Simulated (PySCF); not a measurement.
# RbBi⁻: from constants to spectrum

CAM-B3LYP constants of RbBi⁻, ⁴Σ⁻ (quartet), unpaired electrons σ ↑, π ↑↑ (Rb def2-SVPD with ECP28, Bi def2-SVPD with ECP60; scalar-relativistic core potentials (PySCF 2.14); masses 84.9118 and 208.9804 u):

* ωe: 71.6 cm⁻¹
* ωexe: 0.241 cm⁻¹
* Be: 0.019707 cm⁻¹
* αe: 8.56e-05 cm⁻¹
* D (centrifugal): 5.98e-09 cm⁻¹

Give the vibrational terms G(v) and spacings up to v = 6.

G(v) = ωe(v+½) − ωexe(v+½)².

```
v  G(v) (cm⁻¹)  G(v) − G(v−1)  Bv (cm⁻¹)
0         35.7                   0.01966
1        106.9           71.1    0.01958
2        177.5           70.6    0.01949
3        247.6           70.2    0.01941
4        317.3           69.7    0.01932
5        386.5           69.2    0.01924
6        455.2           68.7    0.01915
```

Spin–orbit coupling is left out, which matters for elements this heavy, above all for dissociation energies. The state is the lowest determinant that a PBE0 search found; another state may lie lower at other levels.
